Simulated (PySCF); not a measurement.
SMILES c1c(cc(cc1)SC)C (C8H10S) (GFN2-xTB optimised geometry):

```
19

C     -3.023    -1.791     0.017
S     -1.246    -2.161     0.008
C     -0.473    -0.570     0.000
C     -1.164     0.631    -0.002
C     -0.453     1.819    -0.003
C      0.928     1.818    -0.002
C      1.631     0.616     0.000
C      3.129     0.612    -0.015
C      0.919    -0.570     0.000
H     -3.521    -2.756     0.026
H     -3.293    -1.243    -0.880
H     -3.282    -1.235     0.913
H     -2.242     0.661    -0.001
H     -0.992     2.756    -0.004
H      1.470     2.753    -0.001
H      3.518    -0.365     0.258
H      3.521     1.355     0.677
H      3.492     0.860    -1.012
H      1.438    -1.518     0.001
```

Method: PBE0/def2-SVP run with PySCF.

**Question.** What are the frontier orbital energies and the dipole moment?

**Answer.** HOMO-2 -8.09 eV, HOMO-1 -7.07 eV, HOMO -5.88 eV, LUMO -0.01 eV, LUMO+1 0.06 eV; dipole moment 1.07 D.

Meta-Löwdin charges at PBE0/def2-SVP: C1 -0.35, S2 0.07, C3 -0.05, C4 -0.15, C5 -0.10, C6 -0.14, C7 0.04, C8 -0.31, C9 -0.14, H10 0.13, H11 0.12, H12 0.12, H13 0.11, H14 0.11, H15 0.10, H16 0.11, H17 0.11, H18 0.11, H19 0.10.
